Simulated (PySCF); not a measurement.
**Computed structure and properties of Ce(OH)4**

System: Ce(OH)4 (singlet); start: template (S4). Method: PySCF 2.14.0, RKS PBE0, Ce lcecp-2-SVP with ECP46, O def2-SVP, H def2-SVP; non-relativistic Hamiltonian with scalar-relativistic core potentials where named; density fitting; no spin-orbit coupling.

Input of the relaxation:

```python
mol = gto.M(atom='''
Ce    -0.00000     0.00000    -0.00000
O      1.22320     1.22320     1.22320
H      1.99030     1.49530     1.74280
O     -1.22320    -1.22320     1.22320
H     -1.99030    -1.49530     1.74280
O      1.22320    -1.22320    -1.22320
H      1.49530    -1.99030    -1.74280
O     -1.22320     1.22320    -1.22320
H     -1.49530     1.99030    -1.74280''',
    basis={'Ce': 'lcecp-2-SVP', 'O': 'def2-SVP', 'H': 'def2-SVP'},
    ecp={'Ce': 'lcecp-2-SVP'},
    charge=0, spin=0)
mf = dft.RKS(mol, xc='PBE0')
mf.grids.atom_grid = (50, 194)  # f atoms: unpruned, at least (60, 302)
mf = mf.density_fit()  # fitting sets: Ce AutoAux, O def2-universal-JKFIT, H def2-universal-JKFIT
mf.conv_tol = 1e-08; mf.max_cycle = 55
mf.kernel(dm0)  # dm0: converged density of the start geometry
# quasi-Newton relaxation in Cartesian coordinates to a largest gradient under 0.00045 Eh/bohr, steps kept in the point group
```

Run from Python with OMP_NUM_THREADS=2; the lines above give its settings. Where DIIS fails, smearing, a level shift and second-order steps follow.
It took 75 s on 2 threads of Intel(R) Xeon(R) CPU @ 2.60GHz (Ice Lake) (shared host), from the converged density of the start.

Course of the relaxation:

```tsv
step	energy above end (eV)	largest force component within the symmetry (eV/Å)
0	0.1547	0.553
1	0.0628	0.242
2	0.0479	0.093
3	0.0438	0.090
4	0.0204	0.474
5	0.0098	0.052
6	0.0048	0.076
7	0.0023	0.105
8	0.0006	0.030
9	0.0002	0.013
10	0.0001	0.008
11	0.0000	0.008
```

Relaxed geometry (Td):

```xyz
9

Ce    0.0000    0.0000    0.0000
O     1.3090    1.0723    1.1944
H     1.9089    1.5775    1.7430
O    -1.3090   -1.0723    1.1944
H    -1.9089   -1.5775    1.7430
O     1.0723   -1.3090   -1.1944
H     1.5775   -1.9089   -1.7430
O    -1.0723    1.3090   -1.1944
H    -1.5775    1.9089   -1.7430
```

| contact | Å |
| --- | --- |
| Ce1–O2 (OH) | 2.071 |
| Ce1–O4 (OH) | 2.071 |
| Ce1–O6 (OH) | 2.071 |
| Ce1–O8 (OH) | 2.071 |

On the finer grid (75, 302):

```json
{
 "HOMO": "not given (4f levels lie in the core)",
 "LUMO": "not given (4f levels lie in the core)",
 "Dipole about the centre of mass": "0.00 D",
 "Set of Mulliken populations of Ce1 outside the core potential": "s 2.12, p 6.30, d 1.89, f 0.20",
 "D3(BJ) dispersion energy (not in the energies)": "-0.128 eV"
}
```

```json
{"atom": "Ce1", "Mulliken (e)": "1.49", "Löwdin (e)": "1.20", "spin (e)": "0.00"}
{"atom": "O2", "Mulliken (e)": "-0.57", "Löwdin (e)": "-0.38", "spin (e)": "0.00"}
{"atom": "H3", "Mulliken (e)": "0.20", "Löwdin (e)": "0.09", "spin (e)": "0.00"}
{"atom": "O4", "Mulliken (e)": "-0.57", "Löwdin (e)": "-0.38", "spin (e)": "0.00"}
{"atom": "H5", "Mulliken (e)": "0.20", "Löwdin (e)": "0.09", "spin (e)": "0.00"}
{"atom": "O6", "Mulliken (e)": "-0.57", "Löwdin (e)": "-0.38", "spin (e)": "0.00"}
{"atom": "H7", "Mulliken (e)": "0.20", "Löwdin (e)": "0.09", "spin (e)": "0.00"}
{"atom": "O8", "Mulliken (e)": "-0.57", "Löwdin (e)": "-0.38", "spin (e)": "0.00"}
{"atom": "H9", "Mulliken (e)": "0.20", "Löwdin (e)": "0.09", "spin (e)": "0.00"}
```

The large-core potential holds the 4f shell empty.

On the grid (50, 194), as all that follows. Harmonic modes: a minimum; lowest 139 cm⁻¹ (negative: unstable), highest 4012 cm⁻¹, zero-point energy 1.348 eV.

Taking off one OH (charge -1, singlet; the rest: singlet) in vacuum, both parts rigid, costs 11.39 eV; the small basis without counterpoise inflates it. Most of it is the attraction of opposite charges; other ways to part are cheaper, and one spin state was tried for the rest.

Rigid scan of OH along the line from its metal:

| distance to O2 (Å) | energy (eV) |
| --- | --- |
| 1.77 | 1.612 |
| 1.87 | 0.614 |
| 1.97 | 0.132 |
| 2.07 | 0.000 |
| 2.17 | 0.099 |
| 2.27 | 0.347 |
| 2.47 | 1.073 |
| 2.77 | 2.310 |
| 3.17 | 3.770 |
| 3.67 | 5.132 |

One start shape was tried, so this needn't be the lowest isomer.
